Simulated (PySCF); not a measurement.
H8Si3, charge +1, doublet, geometry from GFN2-xTB (a state made from the parent by changing its charge; the spin is typed, not shown lowest). Base run: PBE/STO-3G (PySCF).

Geometry (Å):
```xyz
11

Si     1.7301     0.8862    -0.0182
Si     0.2143    -1.0391    -0.1185
Si    -1.9361     0.1129     0.1321
H      3.0549     0.2929    -0.1380
H      1.3544     1.7288    -1.1492
H      1.4753     1.5097     1.2766
H      0.4658    -2.0308     0.9299
H      0.3239    -1.7983    -1.3664
H     -2.0032     1.0501    -0.9848
H     -1.8696     0.7694     1.4340
H     -2.9170    -0.9616     0.0618
```
Charge +1, spin multiplicity 2.
Orbitals are unrestricted.
All else is at PySCF's defaults.

Each row names what was changed in the base input (with any setting that the change needs).

```csv
change,E (Eh),HOMO (eV),<S^2>,core-seconds (rough)
base,-862.44281,-10.83,0.751,9
"functional = lda,vwn",-859.30008,-10.64,0.751,4
functional = revpbe,-862.76259,-10.87,0.751,10
functional = pbe0; dispersion = d4,-862.58988,-11.87,0.753,9
functional = pw6b95,-863.70494,-11.97,0.752,9
functional = m062x,-862.95805,-12.64,0.753,10
functional = o3lyp,-862.97691,-11.32,0.752,10
functional = wb97x_v,-862.81261,-13.97,0.755,200
functional = blyp; dispersion = d4,-862.84030,-10.68,0.751,6
functional = hf,-861.23396,-14.06,0.766,0.7
functional = lc_wpbe,-862.60693,-14.45,0.758,20
functional = tpssh,-863.00803,-11.46,0.752,20
functional = b97m_v,-862.85820,-11.15,0.752,200
```

Total energies compare only within one method and basis.

Open shells are given as the SCF converged; they aren't shown to be the lowest states, and a large step between rows can be another state.
